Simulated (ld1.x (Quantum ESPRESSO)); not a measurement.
**Before and after: ultrasoft potential for Ag (Z = 47)**

ld1.x (Quantum ESPRESSO) 7.5 input, shortened:

```
&input
   title='Ag', zed=47., rel=1, dft='PZ', iswitch=3,
   config='[Kr] 4d10 5s1 5p0'
 /
 &inputp
   pseudotype=3, tm=.true., lloc=-1, rcloc=2.15,
   nlcc=.true., new_core_ps=.true.
 /
6
5S  1  0   1.00   0.00  1.85  2.15  0.0
5S  1  0   0.00   1.20  1.85  2.15  0.0
5P  2  1   0.00   0.00  2.70  3.20  0.0
5P  2  1   0.00   0.60  2.70  3.20  0.0
4D  3  2  10.00   0.00  1.40  1.50  0.0
4D  3  2   0.00   0.65  1.40  1.50  0.0
 &test
   configts(1)='4d10 5s1 5p0'
 /
```

All-electron outer shells of the reference configuration (LDA (PZ), scalar-relativistic, ld1.x):

```tsv
shell	level (eV)	outermost node (bohr)	outermost maximum (bohr)
4s	-95.08	0.44	0.82
4p	-58.67	0.44	0.87
4d	-7.66	0.43	1.04
5s	-4.72	1.11	2.49
5p	-0.85	1.25	3.67
```

Change: augmentation PSQ, radius 1.45 bohr.

Cutoffs: the cutoffs (Ry, on a coarse ladder) from which the occupation-weighted sum of valence levels, in a spherical-Bessel basis at the reference potential, stays within 10 and 1 mRy of its value at 400 Ry; they do not see the model core or the augmentation charge, which bear on the density cutoff. Errors are all-electron minus pseudo energies relative to the spin-unpolarised reference configuration.

Problem. What does the change do?

Solution. The potential gets neither clearly harder nor softer (50 Ry and 90 Ry → 50 Ry and 90 Ry); of the 9 tests that both files solve, the error grows in 4 and shrinks in 3 by more than 15 % and 0.3 meV (median size 41.6 → 51.2 meV); the range in which the s phases agree narrows (upper end at the end of the scan → 1.8); neither file shows a bound ghost.

```csv
quantity,base,changed
"cutoff, loose",50 Ry,50 Ry
"cutoff, tight",90 Ry,90 Ry
bound ghosts,none,none
"error for 4d10 5s0 5p0, meV [ΔE 8.10 eV]",-9.6,-3.0
"error for 4d9 5s0 5p0, meV [ΔE 30.49 eV]",-42,-80
"error for 4d8 5s0 5p0, meV [ΔE 66.92 eV]",-269,-472
"error for 4d9 5s1 5p0, meV [ΔE 13.38 eV]",-46,-51
"error for 4d7 5s0 5p0, meV [ΔE 118.85 eV]",-859,-1458
"error for 4d10 5s0.5 5p0, meV [ΔE 3.19 eV]",-2.3,-1.0
"error for 4d9 5s1 5p1, meV [ΔE 8.57 eV]",-71,-49
"error for 4d10 5s1 5p0 (spin-polarised), meV [ΔE -0.15 eV]",-0.2,+0.4
"error for 4d9 5s0 5p0 (spin-polarised), meV [ΔE 30.32 eV]",-36,-83
s: phases at 3.51 bohr within 0.05 rad from the reference energy up to (Ry; the scan ends near 5),to the end of the scan,1.8
p: phases at 3.51 bohr within 0.05 rad from the reference energy up to (Ry; the scan ends near 5),2.6,2.4
d: phases at 3.51 bohr within 0.05 rad from the reference energy up to (Ry; the scan ends near 5),to the end of the scan,to the end of the scan
lowest overlap eigenvalue by channel,"s 0.31, p 0.53, d 0.98","s 0.50, p 0.54, d 0.98"
```
